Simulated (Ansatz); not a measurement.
A run for Ansatz (an electronic-structure program): R-RI-MP2/cc-pV(Q+d)Z on SiH4 (SMILES [SiH4]). The basis file is the Basis Set Exchange's JSON of that set.

Ansatz 0.2 input:
```yaml
crystal:
  periodic: [false, false, false]
  atoms:
    - {symbol: Si, position_ang: [-0.00000000, -0.00000000, 0.00000000]}
    - {symbol: H, position_ang: [0.86054855, 0.86054855, 0.86054855]}
    - {symbol: H, position_ang: [-0.86054855, -0.86054855, 0.86054855]}
    - {symbol: H, position_ang: [-0.86054855, 0.86054855, -0.86054855]}
    - {symbol: H, position_ang: [0.86054855, -0.86054855, -0.86054855]}
basis:
  gaussian:
    orbitals: cc-pV_Q+d_Z.json
    fitting: {mean_field: def2-universal-JKFIT, correlation: cc-pVQZ-RIFIT.json}
magnetization: {spin_polarized: false}
correlation: {method: mp2, electrons: outside_noble_gas}
scf: {lower_state_search: off}
```

Program output:

```
WARN ansatz: RAYON_NUM_THREADS=4 ignored (pool sized by the plan → 4); use --threads N
Functional definition: HF
these checks for a lower state are left out or cut short: stability, starts, cluster_reference, orbital_swaps, neighbouring_geometries, increment
integrals: 0.09 GiB planned
200 factors; integrals over basis functions are off by at most 6.3e0 eV
378 factors; integrals over basis functions are off by at most 5.1e-1 eV
mean field: 0.23 GiB planned
mean field evaluation 1: about -7925.1016 eV, gradient 1.0e1 eV
mean field evaluation 2: about -7925.7122 eV, gradient 3.1e0 eV
mean field evaluation 4: about -7925.7848 eV, gradient 4.8e-2 eV
mean field -7925.78483138 eV, -291.2672202634 hartree, gradient 2.1e-6 eV, S^2 0.000000; 0 other end points of the search recorded, 0 dependent functions left out
5 core orbitals not correlated
reference -7925.78483138 eV, -291.2672202634 hartree; 4, 4 occupied and 175, 175 virtual orbitals, 378 factors
second order -4.15581823 eV of doubles, -0.00000000 eV of singles
Total energy: -7929.94064961 eV, -291.4199437664 hartree
Checks for a lower state left out: stability, starts, cluster_reference, orbital_swaps, neighbouring_geometries, increment
```

The run converged.

Cost: very roughly 1.1 core-seconds.
